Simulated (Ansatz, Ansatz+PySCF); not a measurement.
```xyz
2

Be    0.0000    0.0000   -1.0289
B     0.0000    0.0000    1.0289
```

Basis set: def2-SVP (spherical functions). Correlated methods keep 1 orbital frozen. Correlation on ROHF uses semicanonical orbitals with singles. Charge 0, multiplicity 2.

Computed with Ansatz (development build ahead of 0.2.0); each method stands on the lowest determinant of its kind that the runs found.

(1) Give the atomization energy at this shape (free ground-state atoms in the same class of orbitals less the molecule, no zero-point energy) of doublet BeB by UHF-CCSD(T), UHF-MP2, ROHF-MP2, ROHF, UHF.

Answers

(1)

```tsv
method	atomization energy
UHF-CCSD(T)	10.61 kcal/mol
UHF-MP2	20.00 kcal/mol
ROHF-MP2	9.33 kcal/mol
ROHF	9.30 kcal/mol
UHF	24.42 kcal/mol
```

Caution for UHF-CCSD(T), UHF: a free atom is spin contaminated. Caution for UHF-CCSD(T): another reference gives a lower total. Caution for UHF-CCSD(T), UHF-MP2, UHF: the unrestricted determinant is a mixture of spin states. Caution for ROHF-MP2: a plain start can end on a higher determinant. Caution for ROHF-MP2, ROHF: an unrestricted determinant lies well below.
